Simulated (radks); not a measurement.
Results of a calculation; reference values are marked as such.
Task: The mean radii <r> (bohr) of the occupied orbitals of an atom or ion are listed with their occupations. Level of theory: Dirac Kohn-Sham, OLYP, spin-unpolarised, spherical densities, finite nucleus; Fermi nuclear charge, rms radius of each element as measured or else 0.836 A^(1/3) + 0.57 fm (a radial shooting solver on a logarithmic mesh with Libxc functionals).

orbital  occ.      <r>
1s1/2       2  0.03517
2s1/2       2   0.1534
2p1/2       2   0.1307
2p3/2       4   0.1353
3s1/2       2   0.4284
3p1/2       2   0.4229
3p3/2       4   0.4334
3d3/2       4   0.4124
3d5/2       6   0.4159
4s1/2       2    1.109
4p1/2       2    1.217
4p3/2       4    1.248
4d3/2       4    1.870
4d5/2       1    1.893

Name the element and its charge. Open shells, if any, fill j = l - 1/2 first.

Result: Z = 42, molybdenum, charge +1: Mo+ in [Kr] 4d5. The 1s radius gives Z: for a bare nucleus <r> = (2 gamma + 1)/(2Z) with gamma = sqrt(1 - (Z/c)^2), 0.03457 bohr for Z = 42, and screening makes it slightly larger (0.03517 here). The occupations add up to 41, and the charge is Z minus that.
